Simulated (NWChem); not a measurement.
# Atomisation of HCl2Si

```xyz
4

Cl     0.3399    -0.1718     1.7102
Si    -0.6807     0.4355     0.0000
Cl     0.3399    -0.1718    -1.7102
H     -2.0262    -0.2551     0.0000
```
Charge 0, spin multiplicity 2.

Everything below was run with NWChem. The geometry was optimised at UPBE/def2-SVP, a minimum by its harmonic frequencies.

Basis set: def2-TZVP. The atomisation energy is electronic alone: no zero-point, thermal, spin-orbit or counterpoise terms. No value is extrapolated to the basis-set limit. Free atoms are single determinants with multiplicities Cl 2, Si 3, H 2. Correlated methods freeze the same cores in atoms and molecule, 15 orbitals in all.

```tsv
method	atomisation energy (kcal/mol)	relative cost
MP2	255.3	3
B3LYP	251.7	under 3
BHandHLYP	246.5	under 3
HF	194.2	under 3
r2SCAN	264.7	under 3
PBE	261.9	1
PBE0	258.4	under 3
LC-wPBE (omega 0.3 per bohr)	257.1	7
```

The values span 70.5 kcal/mol, from HF (lowest) to r2SCAN (highest). The cost column gives rough processor time relative to PBE; each entry includes its own SCF. Costs are the molecule's.

B3LYP has NWChem's definition, with VWN1-RPA local correlation. GW and range-separated runs recompute their integrals, the others keep them in memory, which bears on the times. The structure started from a generated list of species. The unpaired electrons of the parent sit in orbitals of symmetry a' (Cs labels of the run); other states weren't searched. The stability of the SCF solutions was not checked. Open-shell Hartree-Fock references start from PBE0 orbitals; any time given for them includes that run.
